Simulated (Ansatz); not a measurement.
`N[Si]1([AlH2])CO1`, relaxed with RKS PBE-D4/def2-SVP in Ansatz 0.2.0 from a rough embedded geometry. The force threshold is 0.03 eV/Å; the program also tests the step.

The species carries charge 0 and has multiplicity 1.

Start:

```xyz
11

N    -1.707    0.142    0.750
Si   -0.112   -0.089    0.124
Al    1.462    1.596    0.554
C     0.095   -1.462   -1.155
O    -0.236   -0.279   -1.633
H    -1.661    0.388    1.788
H    -2.214   -0.806    0.748
H     2.922    1.507   -0.152
H     1.062    2.913    1.427
H    -0.743   -2.173   -1.142
H     1.133   -1.737   -1.310
```

Question: By how much does the energy fall, and how many steps does the optimiser take? (An estimate is asked.)

Answer: Ansatz gave: 67.44 kJ/mol, in 17 steps, 4 of them rejected.

Question: Which bonds change most? (Best estimate.)

Answer: Computed: C4–O5 from 1.318 to 1.461 Å; Si2–Al3 from 2.345 to 2.424 Å; N1–H7 from 1.075 to 1.024 Å; N1–H6 from 1.068 to 1.023 Å.

Question: Give the relaxed structure. (An estimate is asked.)

Answer: Computed: 
```xyz
11

N    -1.576   -0.151    1.090
Si   -0.187   -0.038    0.061
Al    1.512    1.620    0.548
C     0.141   -1.419   -1.121
O    -0.342   -0.157   -1.676
H    -2.027    0.701    1.434
H    -2.259   -0.904    0.967
H     2.958    1.410   -0.106
H     1.214    2.912    1.453
H    -0.589   -2.254   -1.193
H     1.155   -1.719   -1.456
```
